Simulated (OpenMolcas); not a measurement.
Computed levels of 4d⁸ in ions with 44 electrons, in cm-1 above ³F₄.

```json
{
  "Program": "OpenMolcas 26.06",
  "Method": "SS-CASPT2, IPEA 0.25 Eh, imaginary shift 0.1 Eh",
  "Basis": "ANO-R3",
  "Scalar Hamiltonian": "X2C, finite nucleus",
  "Spin-orbit coupling": "state interaction with AMFI integrals over the reference wave functions, term energies averaged over their components"
}
```

Active space for each ion: 8 electrons in 5 orbitals (4d); closed shells correlated by CASPT2: 4s 4p.

```csv
Level,Rh+,Ag3+
³F₃,2400,4070
³F₂,3540,5650
³P₁,11520,16180
³P₀,11750,16400
¹G₄,14840,20680
¹S₀,35140,47400
```

Q: Estimate ³F₂, ³P₁, ³P₀ for Pd2+ from its neighbours Rh+ and Ag3+.

A: ³F₂ is fine structure, which grows about as the fourth power of a screened charge, so the fourth roots are averaged: ((3540^0.25 + 5650^0.25) / 2)^4 = 4503. The calculation gives 4560, so the estimate is off by -1.2 %; the measured value is 4687 (Moore, Atomic Energy Levels, vol. III, NSRDS-NBS 35 (1971 reprint of NBS Circular 467, 1958)).
³P₁ is another term, which grows about linearly with the charge: (11520 + 16180) / 2 = 13850. The calculation gives 13920, so the estimate is off by -0.5 %; the measured value is 13470 (Moore, Atomic Energy Levels, vol. III, NSRDS-NBS 35 (1971 reprint of NBS Circular 467, 1958)).
³P₀ is another term, which grows about linearly with the charge: (11750 + 16400) / 2 = 14075. The calculation gives 14160, so the estimate is off by -0.6 %; the measured value is 13699 (Moore, Atomic Energy Levels, vol. III, NSRDS-NBS 35 (1971 reprint of NBS Circular 467, 1958)).

CASPT2 breaks the degeneracy within a term, and the mean is taken; among the terms shown or strongly mixed into the levels shown the widest spread is 670 cm-1 (4d⁸ ¹G, Ag3+). Configurations with an s electron lie low at this charge and mix in, so terms can be misplaced (holds for Rh+). Levels of configurations with an s electron are missing; early in the row they begin among the upper levels of the d shell and mix with terms of their name (holds for Pd2+). Measured partners are found by configuration, term and J. A level has none where our copy of the source lacks it or the pairing is in doubt (some pairs that miss far off the trend of their configuration count as doubtful), and it then counts in no deviation. Levels of configurations outside the active space are missing.
